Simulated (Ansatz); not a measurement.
`[CH3][SnH2][CH2]Cl` + `C[N](C)[In]([OH])[O][SiH3]` → `C[O][In]([O][SiH3])[N](C)C` + `Cl[CH2][SnH3]`  (substitution at a C–Sn bond)

Isolated molecules relaxed with PBE0-D4/def2-TZVP in Ansatz; ΔE leaves out vibrations. CCSD(T)/CBS adds triple-zeta CCSD(T) − MP2 to the extrapolated MP2 energy (def2 sets, frozen cores). Functionals use def2-TZVPP. Elements past krypton have def2 core potentials. For In, Sn outer-core shells are correlated without core-valence functions, which leaves a few kJ/mol of doubt a bond. One conformer a species, not always the lowest.

```tsv
level	ΔE (kJ/mol)	difference from CCSD(T)/CBS
r2SCAN-D4	87.7	-10.1
ωB97X-V	84.4	-13.4
B2PLYP	88.5	-9.3
PBE	86.1	-11.7
r2SCAN	87.6	-10.2
PBE0	87.4	-10.4
HF/def2-TZVPP	74.8	-23.0
MP2/def2-TZVPP	101.6	3.8
CCSD/def2-TZVPP	89.6	-8.2
CCSD(T)/def2-TZVPP	91.1	-6.7
CCSD(T)/CBS	97.8	0
```

Largest T1 diagnostic among the species: 0.015.

In def2-TZVPP, CCSD(T) changes the Hartree–Fock value by +16.2 kJ/mol (the triples alone add +1.5 kJ/mol) and MP2 by +26.7 kJ/mol.
